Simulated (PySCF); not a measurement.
[Co(SH)4]2- holds Co(II), d7, at total charge -2. The structure is a model geometry with rigid ligands and bond lengths from ionic radii, not a minimum; coordination tetrahedral, point group S4, metal–donor distances 2.37 Å.

Method (PySCF 2.14, density fitting): CASSCF(7,5) with orbitals averaged over all microstates of the shell, strongly contracted NEVPT2 on the averaged canonical orbitals; basis x2c-TZVPall on the metal, x2c-SVPall elsewhere; spin-free X2C; IEF-PCM water; spin-orbit coupling by state interaction with the mean-field operator over all roots.

CASSCF energies above the lowest CASSCF root:

```
        state  CASSCF / cm⁻¹
4B (from 4A2)              0
4E (from 4T2)           1818
4B (from 4T2)           3953
4A (from 4T1)           4069
4E (from 4T1)           4815
2E (from 2T1)          19266
 2B (from 2E)          19323
           2A          19366
           2A          19569
2A (from 2T1)          19671
4A (from 4T1)          20132
2E (from 2T2)          20748
4E (from 4T1)          20774
2B (from 2T2)          21216
2E (from 2T1)          24794
2A (from 2T1)          25434
2B (from 2T2)          25461
2E (from 2T2)          25554
 2A (from 2E)          26284
2A (from 2T1)          26907
 2B (from 2E)          26971
2E (from 2T1)          27534
```

Q: How does dynamic correlation (SC-NEVPT2) move these states?

A: 
| state | NEVPT2 / cm⁻¹ | shift / cm⁻¹ |
| --- | --- | --- |
| 4B (from 4A2) | 0 | 0 |
| 4E (from 4T2) | 2798 | +980 |
| 4B (from 4T2) | 6126 | +2173 |
| 4A (from 4T1) | 6253 | +2184 |
| 4E (from 4T1) | 7427 | +2612 |
| 2E (from 2T1) | 18300 | -966 |
| 2B (from 2E) | 18299 | -1024 |
| 2A | 18551 | -815 |
| 2A | 18942 | -627 |
| 2A (from 2T1) | 18853 | -818 |
| 4A (from 4T1) | 18570 | -1562 |
| 2E (from 2T2) | 20706 | -42 |
| 4E (from 4T1) | 19491 | -1283 |
| 2B (from 2T2) | 21622 | +406 |
| 2E (from 2T1) | 22853 | -1940 |
| 2A (from 2T1) | 24644 | -790 |
| 2B (from 2T2) | 24452 | -1010 |
| 2E (from 2T2) | 24255 | -1299 |
| 2A (from 2E) | 25504 | -780 |
| 2A (from 2T1) | 26263 | -644 |
| 2B (from 2E) | 26650 | -322 |
| 2E (from 2T1) | 27218 | -316 |

NEVPT2 lifts 4B (from 4T2) from 3953 to 6126 cm⁻¹; on the d shell alone such lifts tend to overshoot. Gaps between spin states lean to high spin in this active space.
